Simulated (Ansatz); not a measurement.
Basis-set extrapolation for `NCO[SiH2]Cl` (PBE0-D4/def2-TZVP geometry, frozen core, Ansatz). Multiplicity 1, RHF reference.

|  | def2-TZVPP | def2-QZVPP |
| --- | --- | --- |
| HF | -919.299101 | -919.329593 |
| MP2 correlation | -0.931584 | -1.006738 |
| CCSD(T) correlation | -1.016794 | not run |

Energies in hartree. Use E(X) = E(∞) + A·exp(−7.88·√X) for Hartree–Fock and E(X) = E(∞) + B·X^(−2.97) for correlation, with X = 3 and 4, and add CCSD(T) minus MP2 of the smaller set to the MP2 limit.

Question: What is the CCSD(T) energy at the basis-set limit?

Answer: HF limit: -919.329593 + (-0.030492) × 0.13774 = -919.33379. MP2 limit: -1.006738 + (-0.075154) × 0.74074 = -1.06241. Higher-order term: -1.016794 − (-0.931584) = -0.08521. Total: -920.48141 hartree, 103.9 kcal/mol below CCSD(T)/def2-TZVPP.
